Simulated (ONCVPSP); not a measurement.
**Ni, ONCV: configuration errors across variants**

nickel, optimised norm-conserving Vanderbilt (ONCV), made with ONCVPSP 4.0.1 (LDA (Perdew-Wang 92), scalar-relativistic). Core [Ne] 3s2, reference 3p6 3d8 4s1 (charge +1). Waves: 4s: rc 1.60 bohr, ncon 3, nbas 7, qcut 4.1 1/bohr, 2 projectors, debl 1.2 Ha; 3p: rc 0.90 bohr, ncon 4, nbas 7, qcut 14 1/bohr, 2 projectors, debl 3.7 Ha; 3d: rc 1.60 bohr, ncon 3, nbas 7, qcut 11.5 1/bohr, 2 projectors, debl 3.2 Ha. Local part: polynomial inside 0.85 bohr (lpopt 5, dvloc0 0 Ha). Core correction: Teter function, parameters optimised by the program.

All-electron excitation energies from the reference (eV): (1) 3p6 3d8 4s2 -9.594; (2) 3p6 3d8 4s0 17.653; (3) 3p6 3d7 4s0 55.457; (4) 3p6 3d9 4s0 -3.046.

A true bound ghost makes a file unfit for plane-wave use even where its test errors are small: the radial tests pick states by their node count and pass the ghost by.

Errors AE − PS in meV (a dash: test not solved or not reliable):

```tsv
change	(1)	(2)	(3)	(4)	bound ghosts	GHOST(+) flags above zero
base	-0.9	-9.9	+85	-14	s	none
p: rc 0.62; local potential polynomial inside 0.62 bohr (lpopt 5, dvloc0 0 Ha)	-0.9	-9.9	+86	-14	s	s
p: rc 0.78; local potential polynomial inside 0.78 bohr (lpopt 5, dvloc0 0 Ha)	-0.9	-10.0	+84	-14	s	none
p: rc 0.88	-0.9	-9.9	+85	-14	s	none
p: rc 1.06	-0.9	-9.9	+85	-14	s	none
p: rc 1.14	-0.9	-9.9	+86	-14	s	none
```

Q: Give the same row for: p: rc 1.32.

A: -0.9, -9.9, +86, -14; bound ghosts: s; GHOST(+) flags above zero: none.
